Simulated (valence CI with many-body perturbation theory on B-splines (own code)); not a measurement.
## Bi LI: one-electron terms

Method: valence CI with perturbative core correlation (CI+MBPT): five valence electrons over a frozen Dirac-Fock core [Ar] 3d10, radial functions for each j: 11 s, 11 p, 10 d, 8 f, 5 g, 2 h, with the one-electron correlation potential Σ1 (screened to all orders), the two-electron term Σ2, the three-electron term Σ3, Breit, model QED; selected single and double excitations, second order for the rest, scaled by the run's own slope (own B-spline code, finite nucleus).

The last digits are not significant, and no measured levels were compared; by estimate large intervals hold to a few tenths of a per cent, small ones and those within an open d or f shell to about a per cent. Among the levels kept, up to 2000 cm⁻¹ of a level comes from second order outside the variational space, and about a tenth of that is noise between levels of different J, which matters for small intervals.

These are the spectroscopic orbitals of the CI (the correlating ones are not listed), shaped by the core and the other valence electrons. h is the expectation value of the core's Dirac-Fock operator, without the valence repulsion; Σ1 is computed up to l = 3 at one energy for each symmetry, that of its lowest orbital but kept below the first core excitation, so for empty shells it is not the orbital's own correlation shift; Breit and QED include the response of the core.

| Orbital | h (hartree) | Σ1 (cm⁻¹) | Breit (cm⁻¹) | QED (cm⁻¹) | ⟨r⟩ (bohr) |
| --- | --- | --- | --- | --- | --- |
| 4s1/2 | -125.16 | -15429 | 23163 | 17635 | 0.3374 |
| 5s1/2 | -75.26 | -5636 | 10377 | 8111 | 0.5650 |
| 6s1/2 | -50.238 | -2742 | 5409 | 4329 | 0.8533 |
| 7s1/2 | -35.913 | -1566 | 3218 | 2592 | 1.199 |
| 8s1/2 | -26.945 | -985 | 2071 | 1674 | 1.604 |
| 9s1/2 | -20.961 | -661 | 1411 | 1144 | 2.068 |
| 4p1/2 | -120.7 | -16625 | 36209 | 1426 | 0.3329 |
| 5p1/2 | -73.067 | -6119 | 16390 | 669 | 0.5661 |
| 6p1/2 | -49.017 | -3022 | 8675 | 365 | 0.8586 |
| 7p1/2 | -35.164 | -1740 | 5205 | 221 | 1.209 |
| 8p1/2 | -26.455 | -1100 | 3369 | 144 | 1.619 |
| 9p1/2 | -20.623 | -742 | 2306 | 98.8 | 2.087 |
| 4p3/2 | -113.79 | -13700 | 20149 | 2676 | 0.3549 |
| 5p3/2 | -69.798 | -5379 | 9280 | 1259 | 0.5941 |
| 6p3/2 | -47.212 | -2733 | 5547 | 691 | 0.8926 |
| 7p3/2 | -34.064 | -1598 | 3357 | 420 | 1.249 |
| 8p3/2 | -25.735 | -1020 | 2186 | 275 | 1.665 |
| 9p3/2 | -20.126 | -693 | 1504 | 189 | 2.139 |
| 4d3/2 | -107.09 | -16080 | 16349 | -739 | 0.3409 |
| 5d3/2 | -66.563 | -6124 | 7614 | -320 | 0.5888 |
| 6d3/2 | -45.415 | -3111 | 4178 | -171 | 0.8945 |
| 7d3/2 | -32.962 | -1821 | 2546 | -102 | 1.259 |
| 8d3/2 | -25.01 | -1164 | 1666 | -65.9 | 1.682 |
| 4d5/2 | -105.62 | -14935 | 10399 | 8.5 | 0.3469 |
| 5d5/2 | -65.847 | -5696 | 4663 | 30.1 | 0.5961 |
| 6d5/2 | -45.011 | -2896 | 2571 | 23.8 | 0.9032 |
| 7d5/2 | -32.711 | -1697 | 1553 | 17.1 | 1.269 |
| 8d5/2 | -24.845 | -1086 | 1011 | 12.3 | 1.693 |
| 4f5/2 | -98.558 | -15398 | 7051 | -549 | 0.3129 |
| 5f5/2 | -62.675 | -4970 | 2991 | -257 | 0.5720 |
| 6f5/2 | -43.283 | -2473 | 1569 | -143 | 0.8870 |
| 7f5/2 | -31.661 | -1450 | 936 | -88.0 | 1.260 |
| 4f7/2 | -98.138 | -14549 | 3139 | -249 | 0.3154 |
| 5f7/2 | -62.441 | -4713 | 1370 | -107 | 0.5749 |
| 6f7/2 | -43.144 | -2355 | 743 | -57.3 | 0.8905 |
| 7f7/2 | -31.573 | -1386 | 449 | -34.6 | 1.264 |
| 5g7/2 | -60.73 |  | 331 | -63.6 | 0.5221 |
| 6g7/2 | -42.185 |  | 269 | -43.4 | 0.8419 |
| 7g7/2 | -30.982 |  | 189 | -29.4 | 1.220 |
| 5g9/2 | -60.631 |  | 18.1 | 3.2 | 0.5235 |
| 6g9/2 | -42.127 |  | 16.3 | -4.3 | 0.8435 |
| 7g9/2 | -30.945 |  | 9.9 | -4.7 | 1.222 |
| 6h9/2 | -41.911 |  |  |  | 0.7586 |
| 6h11/2 | -41.874 |  |  |  | 0.7596 |

Among the shells of the start configuration 4s2 4p3, Σ1 is largest in size for 4p1/2, where it is 0.063 % of h.

Lowest root of each symmetry, sizes in configuration state functions:

```csv
J,Parity,Roots,Reference,Variational,Second order,Change by selected CI (cm⁻¹),Change by second order (cm⁻¹)
1/2,even,13,61,31998,1081217,-14061,-274
3/2,even,19,104,31988,2351643,-13986,-523
5/2,even,19,116,31997,2763764,-14090,-721
7/2,even,13,96,31992,3396570,-13335,-1158
9/2,even,8,67,32000,2832005,-13609,-906
11/2,even,2,31,31999,2190017,-25560,-361
1/2,odd,18,92,32000,1099461,-11041,-377
3/2,odd,30,158,32000,2200716,-9867,-563
5/2,odd,29,180,31995,3145490,-8769,-1012
7/2,odd,23,166,31995,3196680,-25993,-1272
9/2,odd,12,122,31990,2745864,-17225,-894
11/2,odd,4,74,31918,2119754,-23019,-566
```
